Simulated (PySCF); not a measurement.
PySCF input file for Br₂Ni, SMILES [Br][Ni-][Br] (connectivity only; charge and spin as stated), charge -1, multiplicity 2, PBE-D3(BJ)/def2-SVPD. Geometry: PBE-D3(BJ)/def2-SVPD. The spin state was assumed, not searched.

```python
import numpy as np
from pyscf import gto, scf, dft, df
from pyscf.hessian import thermo

mol = gto.M(
    atom='''
    Ni    0.00000000    0.00000000    0.00000000
    Br    0.00000000    0.00000000    2.27773862
    Br    0.00000000    0.00000000   -2.27773862
    ''',
    basis='def2-SVPD',
    charge=-1,
    spin=1,
    max_memory=1600,
    verbose=3,
)
mf = dft.UKS(mol, xc='pbe').density_fit(auxbasis='def2-universal-jkfit')
mf.disp = 'd3bj'
mf.grids.level = 3
mf.conv_tol = 1e-11
mf.max_cycle = 100
mf.kernel()
fine, coarse = mf.grids, dft.Grids(mol).set(level=1).build(with_non0tab=True)
for _ in range(3):  # follow internal instabilities
    mf.grids = coarse
    mo, _, stable, _ = mf.stability(return_status=True, nroots=4)
    mf.grids = fine
    if stable:
        break
    mf.kernel(mf.make_rdm1(mo, mf.mo_occ))

# [left out here: the lines that compute and print the analytic Hessian (its translational invariance restored by hand, since the grid's response is missing), thermochemistry and intensities]
```

Output:

```

WARN: HOMO 0.0372408414053718 >= LUMO 0.0372408414053655


WARN: HOMO -0.0669415022597624 >= LUMO -0.0669378361042896


WARN: HOMO 0.159563152616461 >= LUMO 0.159894857632103

converged SCF energy = -6655.01125752285  <S^2> = 0.75633381  2S+1 = 2.0063238
<class 'pyscf.df.df_jk.DFUKS'> wavefunction has an internal instability
converged SCF energy = -6655.01133321798  <S^2> = 0.75635275  2S+1 = 2.0063427
<class 'pyscf.df.df_jk.DFUKS'> wavefunction is stable in the internal stability analysis

WARN: DFTD3 does not support analytical Hessian, using finite difference


WARN: Mole.unit (angstrom) is changed to Bohr

Mode                                 0                   1                   2
Irrep
Freq [cm^-1]                       75.0883             75.0883            185.7269
Reduced mass [au]                  63.1999             63.1999             79.9040
Force const [Dyne/A]                0.2099              0.2099              1.6239
Char temp [K]                     108.0353            108.0353            267.2196
Normal mode                   x     y     z       x     y     z       x     y     z
       0  Ni                 0.06 -0.09 -0.00    0.09  0.06 -0.00    0.00 -0.00  0.00
       1  Br                -0.02  0.03  0.00   -0.03 -0.02  0.00   -0.00  0.00 -0.08
       2  Br                -0.02  0.03  0.00   -0.03 -0.02 -0.00   -0.00  0.00  0.08
Mode                                 3
Irrep
Freq [cm^-1]                      325.3118
Reduced mass [au]                  63.1999
Force const [Dyne/A]                3.9406
Char temp [K]                     468.0512
Normal mode                   x     y     z
       0  Ni                -0.00  0.00 -0.11
       1  Br                 0.00 -0.00  0.04
       2  Br                 0.00 -0.00  0.04
temperature 298.1500 [K]
pressure 101325.00 [Pa]
Rotational constants [GHz] inf 0.60955 0.60955
Symmetry number 2
Zero-point energy (ZPE) 0.00151 [Eh]   3954.945 [J/mol]
                           tot       elec      trans        rot        vib
Entropy [J/mol/K]       309.447      5.763    175.928     79.288     48.467
Cv [J/mol/K]             51.812      0.000     12.472      8.314     31.026
Cp [J/mol/K]             60.127      0.000     20.786      8.314     31.026
Internal energy [J/mol]                      3718.434   2478.956  10623.062
Internal energy [Eh]   -6655.00493  -6655.01133
Enthalpy [J/mol]                             6197.391   2478.956  10623.062
Enthalpy [Eh]          -6655.00398
Gibbs free energy [J/mol]                  -46255.610 -21160.846  -3827.481
Gibbs free energy [Eh] -6655.03912
mode   freq/cm-1   IR/(km/mol)
   1       75.09         1.275
   2       75.09         1.275
   3      185.73         0.000
   4      325.31        26.543
max |gradient| / (hartree/bohr): 5.743582957226277e-06
APT charges: [ 0.2498 -0.6248 -0.6248]
```

The run converged.
